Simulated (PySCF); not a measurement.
Mass spectrum arithmetic for MoCl6

Species: `[Cl][Mo]([Cl])([Cl])([Cl])([Cl])[Cl]`.

Calculated from isotope tables alone.

(1) Find the molar and monoisotopic masses of MoCl6.

(2) Work out the cluster of the molecular ion M+•, one line a nominal mass.

(3) Which m/z would the protonated and sodiated molecule have?

(4) Count the protons, neutrons and electrons of the monoisotopic species, and give its exact less its nominal mass.

(5) What share of all molecules is the monoisotopic species?

(6) Elemental analysis, calculated?

## Answers

(1) For MoCl6, with standard atomic weights, 1 × 95.950 + 6 × 35.450 = 308.650 g/mol. From the most abundant isotopes (98Mo, 35Cl), 1 × 97.905408 + 6 × 34.968853 = 307.7185 u.

(2) 
```json
{"nominal mass": "302", "m/z (centroid)": "301.7194", "relative intensity": "16.5"}
{"nominal mass": "304", "m/z (centroid)": "303.7167", "relative intensity": "42.0"}
{"nominal mass": "305", "m/z (centroid)": "304.7184", "relative intensity": "17.7"}
{"nominal mass": "306", "m/z (centroid)": "305.7150", "relative intensity": "63.6"}
{"nominal mass": "307", "m/z (centroid)": "306.7162", "relative intensity": "44.6"}
{"nominal mass": "308", "m/z (centroid)": "307.7145", "relative intensity": "89.0"}
{"nominal mass": "309", "m/z (centroid)": "308.7139", "relative intensity": "47.5"}
{"nominal mass": "310", "m/z (centroid)": "309.7139", "relative intensity": "100.0"}
{"nominal mass": "311", "m/z (centroid)": "310.7114", "relative intensity": "27.9"}
{"nominal mass": "312", "m/z (centroid)": "311.7127", "relative intensity": "75.8"}
{"nominal mass": "313", "m/z (centroid)": "312.7088", "relative intensity": "9.7"}
{"nominal mass": "314", "m/z (centroid)": "313.7110", "relative intensity": "37.1"}
{"nominal mass": "315", "m/z (centroid)": "314.7062", "relative intensity": "2.0"}
{"nominal mass": "316", "m/z (centroid)": "315.7091", "relative intensity": "11.6"}
{"nominal mass": "317", "m/z (centroid)": "316.7036", "relative intensity": "0.2"}
{"nominal mass": "318", "m/z (centroid)": "317.7070", "relative intensity": "2.2"}
{"nominal mass": "320", "m/z (centroid)": "319.7047", "relative intensity": "0.2"}
```

Cut off at 0.1 %. One electron mass, 0.00055 u, is taken off. Abundances used (%; other tables differ somewhat): 92Mo 14.84, 94Mo 9.25, 95Mo 15.92, 96Mo 16.68, 97Mo 9.55, 98Mo 24.13, 100Mo 9.63; 35Cl 75.78, 37Cl 24.22.

(3) [M+H]+ 308.7258, [M+Na]+ 330.7077, for the monoisotopic species (arithmetic only; whether such ions form is another matter).

(4) 144 protons, 164 neutrons and 144 electrons; 307.7185 − 308 = -0.2815 u.

(5) 0.2413 × 0.7578^6 = 4.57 %.

(6) Mo 31.09 %, Cl 68.91 %.
